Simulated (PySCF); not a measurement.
Input for PySCF: R-BP86/LANL2DZ on TeC, 2S+1 = 1, a point of a bond scan (R = 1.890 Å).

```python
from pyscf import gto, scf, dft, mp
from pyscf.data.elements import chemcore

mol = gto.M(
    atom='''
    C     0.00000000    0.00000000    0.00000000
    Te    0.00000000    0.00000000    1.88993300
    ''',
    basis='lanl2dz',
    ecp={'Te': 'lanl2dz'},
    charge=0, spin=0, verbose=3, max_memory=1800)
mf = dft.RKS(mol, xc='b88,p86')
mf.conv_tol = 1e-8
mf.max_cycle = 100
mf.kernel()
if not mf.converged:
    mf = mf.newton().run(mf.mo_coeff, mf.mo_occ)
```

### Question
What total energy does the run end on?

### Answer
-46.0532 hartree.
